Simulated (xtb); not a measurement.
GeH8N2Si, SMILES N[SiH2][GeH2][NH2]. All values are semi-empirical tight-binding results from xtb (GFN2-xTB unless named), good for trends rather than for accurate numbers. Coordinates come from a GFN2-xTB optimisation. This is a generated structure with no PubChem entry under its InChIKey; it may be hypothetical. One conformer was computed; it need not be the lowest.

Optimised geometry:

```xyz
12

N     -2.5439     0.3513     0.2713
Si    -1.0089     1.0895     0.0301
Ge     0.5594    -0.6322    -0.0212
N      2.2068     0.1447    -0.1142
H     -2.7612    -0.5063    -0.2102
H     -3.3643     0.9325     0.3240
H     -0.8378     2.0010     1.1614
H     -0.9016     1.9044    -1.1989
H      0.7100    -1.5232     1.1918
H      0.3941    -1.6723    -1.1448
H      3.0063    -0.4726    -0.1307
H      2.3387     0.8403    -0.8347
```
Charge 0, spin multiplicity 1.

For metal compounds this method's bond lengths and energies can be far off.

Computed properties:
| Property | Value |
|---|---|
| orbital gap | 4.96 eV |
| zero-point energy | 50.3 kcal/mol |
| G − E(el) at 298.15 K (modified RRHO) | 29.7 kcal/mol |

Computed atomic charges and the Wiberg bond orders between heavy atoms:
charges (e) N1 -0.41, Si2 0.45, Ge3 0.10, N4 -0.40, H5 0.16, H6 0.15, H7 -0.09, H8 -0.10, H9 -0.07, H10 -0.09, H11 0.15, H12 0.14. Bond orders N1–Si2 1.17, Si2–Ge3 0.70, Ge3–N4 1.15.
